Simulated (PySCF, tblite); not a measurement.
Isomers of C4H4F3P, one GFN2-xTB conformer each. Single-point energies are computed at PBE0/pcSseg-1 (PySCF, gas phase, no added dispersion term), electronic only.

Question: Rank them by PBE0/pcSseg-1 energy, lowest first (kJ/mol).
A. `[F:1][C:2]([F:3])=[C:4]([F:5])[P:6]1[CH2:7][CH2:8]1` with C2–C4–P6–C7 156°
B. `[CH3:1]/[CH:2]=[P:3]\[C:4]([F:5])=[C:6]([F:7])[F:8]` with C2–P3–C4–F5 -55°

Answer: A (0.0), B (22.5).

As drawn, the lower has a three-membered ring, which the higher lacks. GFN2-xTB itself gives, in the same order: 0.0, 26.8. Both levels put the same isomer lowest.

Which frontier levels, dipoles and rotational constants go with these structures?

```
          SMILES  HOMO (eV, PBE0/pcSseg-1)  LUMO (eV)  dipole (D)      A, B, C (MHz)
 FC(F)=C(F)P1CC1                     -7.17      -0.28        1.74  3476, 1123, 909.3
C/C=P\C(F)=C(F)F                     -7.13      -1.98        2.11  2780, 1107, 918.4
```

What happens when harmonic zero-point energies from GFN2-xTB frequencies are added?

```
          SMILES  ZPE (kJ/mol)  electronic (kJ/mol)  with ZPE (kJ/mol)
 FC(F)=C(F)P1CC1         189.3                  0.0                0.0
C/C=P\C(F)=C(F)F         187.8                 22.5               20.9
```

The zero-point energies span 1.5 kJ/mol. The order is unchanged.

As an exercise, what shares would exp(−E/RT) give at 2000 K from these electronic energies alone (no entropy, no degeneracies)?

RT = 16.629 kJ/mol: FC(F)=C(F)P1CC1 79.4 %, C/C=P\C(F)=C(F)F 20.6 %.
